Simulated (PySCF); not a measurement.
# From computed data to an observable: dipole moment from atomic charges

B(H)(F)(NH2) (BFH3N), SMILES NBF. Atoms are numbered in the order given.

```xyz
6

B     -0.4894    -0.0734     0.0000
H     -1.6786    -0.1526     0.0000
F      0.2362    -1.2035     0.0000
N      0.1655     1.1544     0.0000
H      1.1692     1.2401     0.0000
H     -0.3274     2.0300     0.0000
```

Geometry optimised at B3LYP-D3(BJ)/def2-TZVP. Other conformers were not sampled.

Charges (e) from PySCF with PBE0/def2-TZVPD:

```
atom     IAO  ESP fit
----  ------  -------
B1     0.398    0.626
H2    -0.021   -0.136
F3    -0.347   -0.295
N4    -0.608   -1.035
H5     0.284    0.434
H6     0.293    0.406
```

The dipole moment of the full density is 2.41 D.

Question: What dipole moment does each set of point charges give, and which comes closer to that of the density?

Answer: 
μ = Σ q r, and 1 e Å = 4.8032 D.
IAO: Σ q r = (-0.106, 0.637, 0.000) e Å, |μ| = 3.10 D.
ESP fit: Σ q r = (0.055, 0.497, 0.000) e Å, |μ| = 2.40 D.
ESP fit comes closer in size. Point charges leave out the atoms' own dipoles (lone pairs, polarised bonds); fits to the potential absorb them, partitions of the density don't.
